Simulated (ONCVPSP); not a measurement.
## What one change does to a pseudopotential (Kr, ONCV)

krypton (Kr), optimised norm-conserving Vanderbilt (ONCV), made with ONCVPSP 4.0.1 (PBE, scalar-relativistic). Core [Ar], reference 3d10 4s2 4p6. Waves: 4s: rc 1.35 bohr, ncon 4, nbas 7, qcut 4.3 1/bohr, 1 projector; 4p: rc 1.30 bohr, ncon 4, nbas 7, qcut 6.7 1/bohr, 3 projectors, debl 0.4 Ha; 3d: rc 0.55 bohr, ncon 5, nbas 8, qcut 20 1/bohr, 3 projectors, debl 0.5 Ha. Local part: polynomial inside 0.45 bohr (lpopt 3, dvloc0 0 Ha). Core correction: Teter function, fcfact 2.25, rcfact 1.8.

In the d channel the program set the typed energies aside and used -2.991, 0.250, 0.750 Ha.

All-electron outer shells of the reference configuration (PBE, scalar-relativistic, ld1.x):

| shell | level (eV) | outermost node (bohr) | outermost maximum (bohr) |
| --- | --- | --- | --- |
| 3s | -263.97 | 0.22 | 0.47 |
| 3p | -195.19 | 0.20 | 0.46 |
| 3d | -81.40 | – | 0.41 |
| 4s | -23.05 | 0.64 | 1.34 |
| 4p | -9.25 | 0.67 | 1.55 |

Change: local potential polynomial inside 0.55 bohr (lpopt 2, dvloc0 2 Ha).

Cutoffs: the cutoffs (Ha) at which the residual kinetic energy of the hardest occupied pseudo-wave falls to 1 and 0.1 mHa per electron; they do not see the model core or the augmentation charge, which bear on the density cutoff. Errors are all-electron minus pseudo energies relative to the spin-unpolarised reference configuration.

What does the change do?

The potential gets neither clearly harder nor softer (699 Ha and 788 Ha → 699 Ha and 788 Ha); the bound ghosts move from d, p, s to p, s; of the 3 tests that both files solve, the error grows in 2 and shrinks in 1 by more than 15 % and 0.3 meV (median size 1.4 → 2.0 meV); the range in which the s phases agree widens (upper end 1.7 → 3.8); the range in which the p phases agree narrows (upper end at the end of the scan → 3.9). In the separable form a ghost depends on how the local part lies against the semilocal potential of the channel, so the choice of the local part can create or remove one.

| quantity | base | changed |
| --- | --- | --- |
| cutoff, loose | 699 Ha | 699 Ha |
| cutoff, tight | 788 Ha | 788 Ha |
| bound ghosts | s, p, d | s, p |
| GHOST(+) flags under 300 eV | none | p at 119.9 eV, d at 202.7 eV |
| tests with a reliable result | 3 of 4 | 3 of 4 |
| error for 3d10 4s2 4p5, meV [ΔE 14.29 eV] | -1.4 | -1.8 |
| error for 3d10 4s2 4p4, meV [ΔE 39.46 eV] | +0.5 | -2.0 |
| error for 3d10 4s2 4p3, meV [ΔE 76.54 eV] | +11 | +3.0 |
| s: phases at 1.37 bohr within 0.05 rad from the reference energy up to (Ha; the scan ends near 5) | 1.7 | 3.8 |
| p: phases at 1.32 bohr within 0.05 rad from the reference energy up to (Ha; the scan ends near 5) | to the end of the scan | 3.9 |
| d: phases at 0.56 bohr within 0.05 rad from the reference energy up to (Ha; the scan ends near 5) | to the end of the scan | to the end of the scan |
| rms error of d²Exc/dni dnj with the model core, mHa | 2.92 | 2.90 |

 A true bound ghost makes a file unfit for plane-wave use even where its test errors are small: the radial tests pick states by their node count and pass the ghost by.
